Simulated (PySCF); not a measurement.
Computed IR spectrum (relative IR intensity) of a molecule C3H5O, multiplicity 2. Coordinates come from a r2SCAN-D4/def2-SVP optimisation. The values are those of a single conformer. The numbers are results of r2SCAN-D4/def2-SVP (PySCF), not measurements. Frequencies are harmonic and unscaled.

ν (cm⁻¹): 500 (w), 708 (vw), 839 (w), 980 (vw), 1028 (w), 1290 (vw), 1389 (vw), 1406 (vw), 1469 (w), 1476 (w), 1942 (vs), 3010 (w), 3047 (w), 3072 (vw), 3145 (w), 3150 (w) (against the strongest line: vs over 80 %, s over 45 %, m over 15 %, w over 4 %, vw less)

### Question
Identify the compound among the candidates.
A. [CH]=C(C)O
B. [CH2]C(C)=O
C. CC[C]=O

### Answer
C, CC[C]=O
